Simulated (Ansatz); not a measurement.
Program: Ansatz. Geometries: PBE0-D4/def2-TZVP. ΔE: electronic, gas phase. CCSD(T)/CBS adds triple-zeta CCSD(T) − MP2 to the extrapolated MP2 energy (def2 sets, frozen cores). Functionals use def2-TZVPP.

Reaction (isomerisation): `C=C1C[SiH]1F` → `F/C=C1/C[SiH2]1`

Question: Is it downhill or uphill in electronic energy at CCSD(T)/CBS, and by how much? (An estimate is asked.)

Answer: Ansatz gave: Uphill: ΔE = +46.9 kcal/mol.

Question: What do these levels give: PBE-D4, r2SCAN-D4, PBE, HF/def2-TZVPP, CCSD(T)/def2-TZVPP, MP2/def2-QZVPP? (Estimate.)

Answer: The calculation gave: PBE-D4 40.8, r2SCAN-D4 43.9, PBE 40.7, HF/def2-TZVPP 47.4, CCSD(T)/def2-TZVPP 45.6, MP2/def2-QZVPP 48.3 kcal/mol.

Largest T1 diagnostic among the species: 0.013.

From PBE to PBE0 (25 % exact exchange), in def2-TZVPP and without D4, ΔE moves by +1.8 kcal/mol.
